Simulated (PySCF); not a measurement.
## Fractional electron number in Ge⁻ (germanium, charge -1)

The 4p alpha orbital of [Ar] 3d10 4s2 4p3 is emptied in steps (occupation f), with all orbitals relaxed, ending at [Ar] 3d10 4s2 4p2. All numbers are calculated (PySCF 2.14, no relativity, point nucleus, in aug-pcseg-2 (7s6p4d2f, 59 functions)). The exact energy is a straight line in f; departures are measured from the line between the end points of the same method.

```tsv
f	UHF (eV)	LDA (eV)	PBE (eV)	PBE0 (eV)	r2SCAN (eV)	LC-wPBE (eV)	BHandHLYP (eV)	M06-2X (eV)	CAM-B3LYP (eV)
1	0.000	0.000	0.000	0.000	0.000	0.000	0.000	0.000	0.000
0.8	0.110	-0.432	-0.421	-0.295	-0.402	0.052	-0.169	-0.165	-0.128
0.6	0.152	-0.669	-0.648	-0.451	-0.612	0.074	-0.261	-0.237	-0.200
0.4	0.142	-0.686	-0.662	-0.458	-0.617	0.072	-0.267	-0.224	-0.206
0.2	0.088	-0.467	-0.449	-0.309	-0.414	0.048	-0.182	-0.149	-0.141
0	0.000	0.000	0.000	0.000	0.000	0.000	0.000	0.000	0.000
```

For M06-2X, how does the orbital energy at f = 1 compare with the removal energy?

−ε = 0.214 eV against a total-energy difference of 1.261 eV. By Janak's theorem ε = ∂E/∂f, so the gap between them reflects the curvature. Along the path −ε is 0.664 (f = 0.8), 1.132 (f = 0.6), 1.496 (f = 0.4), 1.792 (f = 0.2) eV.

```json
{"method": "UHF", "E(f=0) − E(f=1) (eV)": "0.882", "−ε at f=1 (eV)": "1.632", "−ε at f=0.4 (eV)": "0.715"}
{"method": "LDA", "E(f=0) − E(f=1) (eV)": "1.573", "−ε at f=1 (eV)": "-1.034", "−ε at f=0.4 (eV)": "2.065"}
{"method": "PBE", "E(f=0) − E(f=1) (eV)": "1.449", "−ε at f=1 (eV)": "-1.102", "−ε at f=0.4 (eV)": "1.937"}
{"method": "PBE0", "E(f=0) − E(f=1) (eV)": "1.419", "−ε at f=1 (eV)": "-0.380", "−ε at f=0.4 (eV)": "1.772"}
{"method": "r2SCAN", "E(f=0) − E(f=1) (eV)": "1.527", "−ε at f=1 (eV)": "-0.936", "−ε at f=0.4 (eV)": "2.021"}
{"method": "LC-wPBE", "E(f=0) − E(f=1) (eV)": "1.369", "−ε at f=1 (eV)": "1.716", "−ε at f=0.4 (eV)": "1.303"}
{"method": "BHandHLYP", "E(f=0) − E(f=1) (eV)": "1.157", "−ε at f=1 (eV)": "0.144", "−ε at f=0.4 (eV)": "1.351"}
{"method": "M06-2X", "E(f=0) − E(f=1) (eV)": "1.261", "−ε at f=1 (eV)": "0.214", "−ε at f=0.4 (eV)": "1.496"}
{"method": "CAM-B3LYP", "E(f=0) − E(f=1) (eV)": "1.268", "−ε at f=1 (eV)": "0.507", "−ε at f=0.4 (eV)": "1.411"}
```

At f = 1 the orbital energy is positive for LDA, PBE, PBE0, r2SCAN: only the finite basis holds the electron.

Reference removal energy between the ground levels: 1.233 eV (measured; photodetachment measurements, as compiled on the Wikipedia data page of electron affinities). The calculation has no spin-orbit coupling. UHF lacks correlation.
